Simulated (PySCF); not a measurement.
Species: [Ag(NH3)2]+ (charge +1 and singlet state).
Cartesian coordinates in Å at the PBE0-D3(BJ)/def2-SVP level; atoms count from 1:
```xyz
9
AgH6N2 angstrom
Ag     0.0020    0.0014    0.0000
N     -0.0076   -0.0138    2.1421
H     -0.4241    0.8325    2.5363
H      0.9333   -0.0824    2.5358
H     -0.5375   -0.8005    2.5234
N      0.0079    0.0141   -2.1421
H     -0.9363    0.0169   -2.5338
H      0.4806   -0.8025   -2.5355
H      0.4817    0.8344   -2.5263
```

Computed with PySCF, TDDFT PBE0/def2-SVPD, vertical, gas phase, core orbitals frozen in the response, def2 core potentials past Kr. Spin–orbit coupling is left out.

Ground-to-excited transition dipoles (e·a0, same axes as the geometry; the sign carries no meaning), for the states with f of 0.002 or more among the lowest 8:

```tsv
state	E (eV)	μx	μy	μz
S6	7.375	-0.323	0.859	0.004
S7	7.375	-0.859	-0.323	-0.005
S8	7.568	0.000	-0.002	0.172
```

Q: What oscillator strength does each state have?

A: f = (2/3) ΔE |μ|² with ΔE in hartree (27.2114 eV).

| state | \|μ\|² (au) | \|μ\| (D) | f |
| --- | --- | --- | --- |
| S6 | 0.841 | 2.33 | 0.152 |
| S7 | 0.842 | 2.33 | 0.152 |
| S8 | 0.030 | 0.44 | 0.005 |

Q: How is the summed strength of these states shared among x, y and z?

A: (2/3) Σ ΔE μα² gives 0.152 for x, 0.152 for y and 0.005 for z, 0.310 in all.

Q: What peak molar absorption coefficient would the strongest computed level give as a lone Gaussian band 0.3 eV wide at half height?

A: ε(max) = 2.175×10⁸ f / FWHM, with the width in cm⁻¹. S6/S7 (f summed): 2.175×10⁸ × 0.3041 / 2420 ≈ 27000 L mol⁻¹ cm⁻¹.

S6/S7 coincide within about 0.01 eV; within a degenerate level the directions of the single components are arbitrary.
